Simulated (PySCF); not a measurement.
Coordinates in bohr (charge 0 multiplicity 2):
```
Mo    0.0000    0.0000   -0.1220
O     2.7714    0.0000   -1.6961
O    -2.7714    0.0000   -1.6961
F     0.0000    0.0000    3.4850
```

Method: UPBE0/[Mo def2-TZVP with ECP28, O def2-TZVP, F def2-TZVP], scalar-relativistic core potentials, density fitting, no spin–orbit coupling, PySCF.

This geometry of MoO₂F is a stationary point at this level.

Question: What is the point group?

Answer: C2v.

Question: Is it a minimum?

Answer: Yes: all harmonic wavenumbers are real, though the softest, 40 cm⁻¹, leaves little margin.

Question: List the harmonic modes with their infrared intensities.

Answer: 
```
symmetry  ω (cm⁻¹)  IR (km/mol)     type
      b1        40         89.4     bend
      b2       174         16.8     bend
      a1       311          0.5     bend
      a1       659          134  stretch
      b2       967          405  stretch
      a1      1040         83.0  stretch
```

In C2v the vibrations span b1 + 2b2 + 3a1. Here b1 is antisymmetric to the molecular plane and b2 lies in it.

Only a few start shapes were tried, so a lower isomer may exist. With open d or f shells other occupations or spin states may lie lower. At this level a doublet minimum of Cs symmetry lies 116 kJ/mol below this structure.
